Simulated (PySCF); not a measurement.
**Mo: interval between two levels**

Mo [Kr] 4d5 5s1 [7S3, M_J = 3] → Mo [Kr] 4d4 5s1 6s1 [7D5, M_J = 5], as a difference of total energies. All numbers are calculated (PySCF 2.14, the two-component X2C-1e Hamiltonian, in x2c-SVPall-2c with one added diffuse shell each of s, p, d type (7s9p7d1f, 76 functions)). Correlated levels: [Ar] 3d10 frozen; the 6 highest virtual spinors dropped. "Screened" scales the spin-orbit matrix elements by Boettger's factors to mimic the two-electron term; Breit and QED terms are absent.

| method | interval between two levels (cm⁻¹) |
| --- | --- |
| GHF (spin-free) | 44993 |
| GMP2 (spin-free) | 49746 |
| GHF (screened spin-orbit) | 45650 |
| GMP2 (screened spin-orbit) | 50440 |

The labels give the starting determinants; with spin-orbit coupling the two ends relaxed to ⟨J²⟩ = 12.00, ⟨L²⟩ = 0.01, ⟨S²⟩ = 12.00 and ⟨J²⟩ = 30.01, ⟨L²⟩ = 6.04, ⟨S²⟩ = 11.99.

The promoted electron is Rydberg-like, and one or two diffuse shells describe it only roughly, which tends to raise the upper state.
